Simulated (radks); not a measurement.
Exchange energies: the exact (Fock) value of the Kohn-Sham orbitals and density-functional approximations, as 100 (|E| - |E exact|)/|E exact|, negative where the magnitude is too small. Species: Zr4+ [Kr]; Mn [Ar] 3d5 4s2. Method: non-relativistic Kohn-Sham, PBE, spin-polarised, spherical densities, point nucleus; computed with a radial shooting solver on a logarithmic mesh with Libxc functionals. Every spin shell is full or empty, so the densities are truly spherical. Functionals are evaluated on that one density, not self-consistently.

| functional | Zr4+ | Mn |
|---|---|---|
| exact (hartree) | -109.439 | -50.8762 |
| LDA | -5.39 | -6.41 |
| revPBE | -0.29 | +0.02 |
| RPBE | -0.22 | +0.13 |
| OPTX | +0.95 | +0.63 |
| G96 | +0.31 | +0.41 |
| TPSS | -0.19 | +0.26 |
| SCAN | +0.22 | +0.40 |
| r2SCAN | -0.06 | +0.13 |
| TASK | -2.36 | -2.73 |
